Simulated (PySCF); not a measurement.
phosphorus nitride cation (NP), SMILES N#P (connectivity only; charge and spin as stated), charge +1, multiplicity 2.

Geometry: r2SCAN-D4/def2-TZVPD. The multiplicity is an assumed one; other spin states were not compared.

Calculation: PySCF with B3LYP/def2-TZVPD.

| Quantity | Value |
|---|---|
| total energy | -395.68141 hartree |
| point group | C∞v |
| α spin, highest occupied and lowest empty level | -18.28 and -10.88 eV |
| β spin, highest occupied and lowest empty level | -17.71 and -14.67 eV |
| dipole moment about the centre of nuclear charge | 2.05 D |
| mean static polarisability | 28.1 bohr³ (4.16 Å³) |
| polarisability, principal values | 27.6, 27.6, 29.0 bohr³ |
| ⟨S²⟩ | 0.779 (pure state 0.75) |
